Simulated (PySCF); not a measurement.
**Radial density of Sb (antimony, neutral)**

UHF, [Kr] 4d10 5s2 5p3, high-spin 4S determinant. Computed with PySCF 2.14 in aug-cc-pVQZ-DK3 (9s8p6d3f2g, 102 functions), with the spin-free X2C one-electron Hamiltonian (Gaussian nucleus).

```tsv
r (bohr)	4πr²ρ (e/bohr)	4πr²(ρα − ρβ)
0.0294	60.25	0.0155
0.0494	61.07	0.0362
0.0831	84.36	0.0221
0.140	63.66	-0.0175
0.235	68.98	0.0622
0.395	38.68	0.0003
0.665	24.02	0.1503
1.12	14.47	-0.0233
1.88	3.549	1.0709
3.16	1.378	0.9644
5.32	0.1286	0.1132
8.95	0.001120	0.0011
```

Densities and radii are taken from the X2C orbitals without a picture-change correction, which distorts them close to the nucleus.

(1) Where is the radial spin density 4πr²(ρα − ρβ) most negative, and why is it negative at all?

Answers

(1) Around r = 1.12 bohr, down to -0.0233 e/bohr: exchange with the open shell polarises the paired shells in an unrestricted calculation.
